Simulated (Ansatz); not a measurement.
CH₉NO₂Si₂ (`CO[SiH](N)O[SiH3]`) at its PBE0-D4/def2-TZVP geometry, where that method's forces vanish. Charge 0, multiplicity 1.

```xyz
15

C     1.6108   -0.1310    1.4168
O     0.3333    0.4680    1.4293
Si   -0.9330   -0.0395    0.5345
N    -1.1998   -1.7084    0.7368
O    -0.6824    0.1332   -1.0711
Si   -0.1257    1.1770   -2.1984
H     2.1271    0.1410    2.3393
H     2.2009    0.2306    0.5686
H     1.5430   -1.2219    1.3568
H    -2.0283    0.8535    0.9671
H    -1.4825   -2.1002    1.6190
H    -1.4982   -2.2713   -0.0415
H    -0.4148    0.6085   -3.5381
H     1.3424    1.3613   -2.0500
H    -0.7929    2.4991   -2.0693
```

Question: What forces (eV/Å) does ωB97M-V/def2-TZVPP give on these atoms in Ansatz? (Estimate.)

Answer: Computed: 
```
C1   0.310 -0.136  0.003
O2  -0.152  0.125  0.039
Si3 -0.206  0.133  0.115
N4  -0.022 -0.056  0.020
O5  -0.004 -0.046 -0.031
Si6  0.088  0.173 -0.225
H7  -0.040 -0.029 -0.086
H8  -0.051 -0.031  0.072
H9   0.006  0.092  0.009
H10  0.117 -0.104 -0.055
H11  0.003 -0.014 -0.020
H12  0.003 -0.002  0.020
H13  0.038  0.072  0.163
H14 -0.171 -0.020 -0.012
H15  0.080 -0.157 -0.010
```
